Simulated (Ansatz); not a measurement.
## A relaxation, step by step

HBrF (SMILES [F-].Br) (charge -1), singlet, PBE0-D4/def2-TZVPD (Ansatz 0.2.0). Settings:

```yaml
hamiltonian: {xc: pbe0, dispersion: d4}
relax: {f_tol: 0.005, max_steps: 200}
```

Start (the SMILES describes the start alone):

```
3
angstrom
F 0.0150 0.3905 -2.0421
Br -0.0021 -0.0542 0.2822
H -0.0129 -0.3364 1.7599
```

```csv
step,energy less the last (meV),largest force component (eV/Å)
1,10.6,0.593
2,0.5,0.127
3,0.1,0.030
4,0.0,0.003
```

Step 2, positions (Å) and forces (eV/Å):

| atom | x | y | z | Fx | Fy | Fz |
| --- | --- | --- | --- | --- | --- | --- |
| F1 | 0.015 | 0.386 | -2.021 | 0.000 | 0.005 | -0.024 |
| Br2 | -0.002 | -0.054 | 0.285 | -0.001 | -0.025 | 0.127 |
| H3 | -0.013 | -0.332 | 1.736 | 0.001 | 0.020 | -0.102 |

Step 3, positions (Å) and forces (eV/Å):

| atom | x | y | z | Fx | Fy | Fz |
| --- | --- | --- | --- | --- | --- | --- |
| F1 | 0.015 | 0.387 | -2.023 | 0.000 | 0.004 | -0.020 |
| Br2 | -0.002 | -0.055 | 0.288 | 0.000 | -0.006 | 0.030 |
| H3 | -0.013 | -0.332 | 1.735 | 0.000 | 0.002 | -0.011 |

Last step (4):

```
atom    x (Å)    y (Å)    z (Å)
  F1   0.0148   0.3875  -2.0268
 Br2  -0.0021  -0.0556   0.2910
  H3  -0.0127  -0.3319   1.7358
```

The run took about 6.5 s on 2 CPU threads of an Arm Neoverse V2 (shared host).
